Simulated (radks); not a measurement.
The iodine ion I27+, configuration [Ar] 3d8 (the NIST ground configuration). Calculated with a radial shooting solver on a logarithmic mesh with Libxc functionals: scalar-relativistic Kohn-Sham, PBEsol, spin-polarised, spherical densities, finite nucleus; open shells are filled with parallel spins first (spin-orbit coupling, left out, can overturn this in heavy ions); Fermi nuclear charge, rms radius 4.75 fm.

Unscreened Slater integrals over Kohn-Sham orbitals (hartree). They are taken over the spin-up orbitals.

| integral | value |
|---|---|
| F0(3d,3d) | 3.3297 |
| F2(3d,3d) | 1.6929 |
| F4(3d,3d) | 1.0881 |
| F0(3d,3p) | 3.1232 |
| F2(3d,3p) | 1.5099 |
| G1(3d,3p) | 1.6731 |
| G3(3d,3p) | 1.0978 |
| F0(3d,3s) | 3.0929 |
| G2(3d,3s) | 1.2683 |
| F0(3p,3p) | 2.9999 |
| F2(3p,3p) | 1.5124 |
| F0(3p,3s) | 2.9716 |
| G1(3p,3s) | 1.9452 |
| F0(3s,3s) | 2.9502 |

Derived for the open shells (J is the average intra-shell exchange parameter used in DFT+U). 3d: Racah B = F2/49 - 5 F4/441 = 0.02221 hartree, C = 35 F4/441 = 0.08636 hartree, C/B = 3.89, F4/F2 = 0.643, J = (F2 + F4)/14 = 0.1986 hartree.
